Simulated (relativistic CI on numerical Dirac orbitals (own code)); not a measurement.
# Line list: Electric-dipole lines, Re¹⁶⁺

Method of calculation: Dirac-Coulomb-Breit CI, orbitals from a KLI potential per configuration, a model potential for QED, unscaled Slater integrals (own radial code, finite nucleus).

CI space (outside the closed core [Kr]): 4d10 4f11 5s2, 4d10 4f12 5s, 4d10 4f11 5s 5p, 4d10 4f10 5s2 5p, 4d10 4f11 5s 5d, 4d10 4f10 5s 5p2, 4d10 4f12 5d, 4d10 4f11 5s 5f, 4d10 4f12 6s, 4d9 4f12 5s2, 4d10 4f10 5s2 6s, 4d10 4f13, 4d9 4f14, 4d10 4f12 5p, 4d9 4f13 5p. Double excitations out of closed p, d and f shells are left out; levels of such configurations are missing from the list, as are those of other unlisted configurations, and high levels can miss mixing partners.

| λ vac (Å) | Lower | Upper | A (s⁻¹) | E lower (cm⁻¹) | E upper (cm⁻¹) |
| --- | --- | --- | --- | --- | --- |
| 329.18 | 4d10 4f12 5s 4H_13/2 [2] | 4d10 4f12 5p 2I°_13/2 [113] | 4.90e+09 | 11222 | 315005 |
| 330.14 | 4d10 4f12 5s 2H_9/2 [29] | 4d10 4f12 5p 2G°_7/2 [249] | 1.05e+10 | 64205 | 367102 |
| 332.41 | 4d10 4f12 5s 4F_9/2 [5] | 4d10 4f12 5p 2G°_9/2 [129] | 5.79e+09 | 22857 | 323689 |
| 334.31 | 4d10 4f12 5s 4H_9/2 [9] | 4d10 4f12 5p 4I°_11/2 [146] | 5.20e+09 | 32977 | 332100 |
| 335.53 | 4d10 4f12 5s 4H_13/2 [2] | 4d10 4f12 5p 4G°_11/2 [101] | 1.12e+10 | 11222 | 309259 |
| 336.01 | 4d10 4f12 5s 4F_9/2 [5] | 4d10 4f12 5p 4D°_7/2 [119] | 1.01e+10 | 22857 | 320464 |
| 337.60 | 4d10 4f12 5s 2G_7/2 [27] | 4d10 4f12 5p 2H°_9/2 [222] | 7.16e+09 | 60925 | 357136 |
| 337.76 | 4d10 4f12 5s 2H_11/2 [11] | 4d10 4f12 5p 4G°_9/2 [150] | 5.82e+09 | 37318 | 333391 |
| 337.82 | 4d10 4f12 5s 2G_7/2 [8] | 4d10 4f12 5p 2G°_9/2 [129] | 7.05e+09 | 27675 | 323689 |
| 337.89 | 4d10 4f12 5s 4H_11/2 [4] | 4d10 4f12 5p 2I°_13/2 [113] | 7.36e+09 | 19054 | 315005 |
| 338.59 | 4d10 4f12 5s 2I_11/2 [45] | 4d10 4f12 5p 2K°_13/2 [275] | 6.97e+09 | 82424 | 377770 |
| 344.58 | 4d10 4f12 5s 4H_11/2 [4] | 4d10 4f12 5p 4G°_11/2 [101] | 2.03e+09 | 19054 | 309259 |
| 365.40 | 4d10 4f11 5s2 4I°_11/2 [6] | 4d10 4f11 5s 5p 4H_13/2 [89] | 2.26e+09 | 23611 | 297286 |
| 367.89 | 4d10 4f11 5s2 4I°_13/2 [3] | 4d10 4f11 5s 5p 2K_15/2 [81] | 2.42e+09 | 17387 | 289206 |
| 371.06 | 4d10 4f11 5s2 4I°_13/2 [3] | 4d10 4f11 5s 5p 4H_13/2 [79] | 1.62e+09 | 17387 | 286888 |
| 371.39 | 4d10 4f11 5s2 2K°_15/2 [24] | 4d10 4f11 5s 5p 4L_17/2 [131] | 2.77e+09 | 54542 | 323799 |
| 371.58 | 4d10 4f11 5s2 4I°_15/2 [1] | 4d10 4f11 5s 5p 4K_15/2 [72] | 1.88e+09 | 0 | 269118 |
| 376.99 | 4d10 4f11 5s2 2G°_9/2 [7] | 4d10 4f11 5s 5p 4G_11/2 [83] | 2.01e+09 | 24831 | 290091 |
| 377.46 | 4d10 4f11 5s2 4I°_15/2 [1] | 4d10 4f11 5s 5p 4K_17/2 [70] | 2.91e+09 | 0 | 264929 |
| 379.13 | 4d10 4f11 5s2 4I°_11/2 [6] | 4d10 4f11 5s 5p 6K_11/2 [80] | 1.61e+09 | 23611 | 287375 |

Terms are leading LS components. Brackets give the number of a level in order of energy, since labels repeat. The list gives strong lines, with weight on those to low levels, without lines whose two gauges differ by over a factor of 2.5, among the lowest 400 of 6518 levels, so that lines to higher ones, which can be the strongest, are missing. Levels whose partners in the same complex of configurations lie outside the list can be far off, and so can their lines. Rates are taken at the computed energies, electric ones in the length gauge.

At this charge transitions that keep the count of f electrons are usually good to a few per cent. Terms inside the open d or f shell come out 10 to 20 % too wide with unscaled integrals. Levels that differ in their count of f electrons can be misplaced by several ten thousand cm⁻¹, since the correlation energy of f electrons is missing or only estimated; rates across such gaps can be off by orders of magnitude.

LS names give the leading component of a level, which can be under half, so a name can repeat, a term be missing and a line seem to break the LS rules.
